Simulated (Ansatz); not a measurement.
Calculated with Ansatz (gas phase, PBE0-D4/def2-TZVP geometries, no zero-point term in ΔE). CBS: MP2 limit from def2 TZ/QZ plus the TZ coupled-cluster correction, frozen cores. This one scheme is used for every species. DFT in def2-TZVPP. HSE06 is defined as in plane-wave codes. def2 core potentials past Kr. For In, Se outer-core shells are correlated without core-valence functions, which leaves a few kJ/mol of doubt a bond. Scalar relativity is left out up to krypton. Each species was taken in one conformer, which may not be the lowest.

Reaction (cleavage of the In–B bond): `O[B](F)[InH2]` + H₂Se → `[SeH][InH2]` + `OBF`

```tsv
level	ΔE (kJ/mol)	difference from CCSD(T)/CBS
LDA (SPW92)	-134.9	14.6
revPBE-D4	-136.0	13.5
r2SCAN-D4	-147.0	2.5
B97M-V	-144.1	5.4
BHLYP-D4	-155.1	-5.6
CAM-B3LYP-D4	-144.2	5.3
ωB97M-V	-142.6	6.9
PBE-QIDH	-150.4	-0.9
PBE0	-144.4	5.1
HSE06	-144.9	4.6
BHLYP	-154.3	-4.8
CAM-B3LYP	-144.5	5.0
CCSD/def2-SVP	-151.8	-2.3
HF/def2-TZVPP	-164.6	-15.1
MP2/def2-TZVPP	-151.2	-1.7
SCS-MP2/def2-QZVPP	-152.5	-3.0
CCSD(T)/CBS	-149.5	0
```

Largest T1 diagnostic among the species: 0.014.

From BLYP to BHLYP (50 % exact exchange), in def2-TZVPP and without D4, ΔE moves by −11.8 kJ/mol. In def2-TZVPP, CCSD(T) changes the Hartree–Fock value by +21.3 kJ/mol (the triples alone add +1.1 kJ/mol) and MP2 by +13.4 kJ/mol. Leaving LDA and LC-ωPBE aside and taking each functional with its dispersion term where it has one, the values spread over 19.1 kJ/mol, from BHLYP-D4 to revPBE-D4. LDA lies +3.5 kJ/mol from PBE without D4.
